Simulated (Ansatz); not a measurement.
Na7⁻. Total charge -1; singlet. Geometry PBE0/def2-SVPD.

```xyz
7

Na   -0.143    1.709    2.243
Na    1.051   -1.489    1.632
Na    2.010   -0.937   -1.687
Na    1.923    2.263   -0.453
Na   -2.589   -0.407    1.161
Na   -1.078   -2.352   -1.248
Na   -1.174    1.214   -1.648
```

LC-ωPBE has ω = 0.4 bohr⁻¹. The restricted singlet is unstable towards broken spin symmetry in Hartree–Fock (as tested in another run); at PBE/def2-TZVPD, r2SCAN/def2-TZVPD, PBE0/def2-TZVPD, LC-ωPBE/def2-TZVPD and others this wasn't settled. At PBE/def2-TZVPD the highest occupied level of the charge -1 singlet lies above zero (up to 0.01 eV). The electron is either unbound and held by the finite basis, or the level is raised by self-interaction error. The structure comes from a short search, and lower isomers may exist.

Task: Estimate the orbital energies around the gap (eV) in Ansatz with PBE/def2-TZVPD, r2SCAN/def2-TZVPD, PBE0/def2-TZVPD, LC-ωPBE/def2-TZVPD, ωB97X-V/def2-TZVPD.

Result: 
| orbital | PBE/def2-TZVPD | r2SCAN/def2-TZVPD | PBE0/def2-TZVPD | LC-ωPBE/def2-TZVPD | ωB97X-V/def2-TZVPD |
| --- | --- | --- | --- | --- | --- |
| HOMO−5 | -24.88 | -26.03 | -28.30 | -30.61 | -30.68 |
| HOMO−4 | -24.88 | -26.03 | -28.29 | -30.60 | -30.67 |
| HOMO−3 | -1.55 | -1.70 | -2.29 | -4.43 | -4.26 |
| HOMO−2 | -0.36 | -0.40 | -0.76 | -2.00 | -1.89 |
| HOMO−1 | -0.31 | -0.35 | -0.71 | -1.93 | -1.82 |
| HOMO | 0.01 | -0.02 | -0.36 | -1.49 | -1.39 |
| LUMO | 0.82 | 0.87 | 1.16 | 1.96 | 2.01 |
| LUMO+1 | 0.86 | 0.94 | 1.20 | 2.07 | 2.12 |
| LUMO+2 | 0.91 | 0.97 | 1.24 | 2.09 | 2.14 |
| LUMO+3 | 1.17 | 1.26 | 1.47 | 2.22 | 2.27 |
| LUMO+4 | 1.27 | 1.31 | 1.57 | 2.23 | 2.28 |
| LUMO+5 | 1.28 | 1.32 | 1.59 | 2.25 | 2.31 |
